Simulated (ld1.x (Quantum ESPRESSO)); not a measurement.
## An all-electron radial function and its pseudo partner (Si (Z = 14))

Columns: radius, all-electron u(r) and pseudo u(r) of the 3s shell (level -11.15 eV) of silicon in the configuration [Ne] 3s1.5 3p2.5; PBE, non-relativistic, RRKJ scheme, ld1.x (Quantum ESPRESSO) 7.5.

```
r (bohr)  all-electron  pseudo
   0.098        0.1289  0.0242
   0.195       -0.1177  0.0492
   0.292       -0.2924  0.0762
   0.390       -0.3407  0.1066
   0.488       -0.2917  0.1413
   0.585       -0.1867  0.1810
   0.682       -0.0556  0.2268
   0.780        0.0832  0.2799
   0.878        0.2159  0.3395
   0.975        0.3345  0.4035
   1.072        0.4370  0.4701
   1.170        0.5236  0.5363
   1.268        0.5935  0.5971
   1.365        0.6477  0.6484
   1.463        0.6885  0.6886
   1.560        0.7164  0.7164
   1.658        0.7332  0.7332
   1.755        0.7402  0.7402
   1.852        0.7388  0.7388
   1.950        0.7306  0.7306
   2.047        0.7168  0.7168
   2.145        0.6982  0.6982
   2.242        0.6764  0.6764
   2.340        0.6516  0.6516
   2.438        0.6249  0.6249
   2.535        0.5972  0.5972
```

(1) How many radial nodes do the two functions have?

(2) At about which radius was the pseudo-wave matched?

(3) Is the pseudo-wave norm-conserving?

## Answers

(1) The all-electron 3s function has n − l − 1 = 2; the pseudo-wave has 0, since the states of the same l below it are removed with the core.

(2) 1.60 bohr. The columns agree to 0.0005 from 1.46 bohr on; several derivatives are matched, so the curves merge somewhat inside the radius.

(3) Yes: the RRKJ scheme keeps the norm inside the radius equal to the all-electron one, which fixes the energy derivative of the logarithmic derivative at the level.
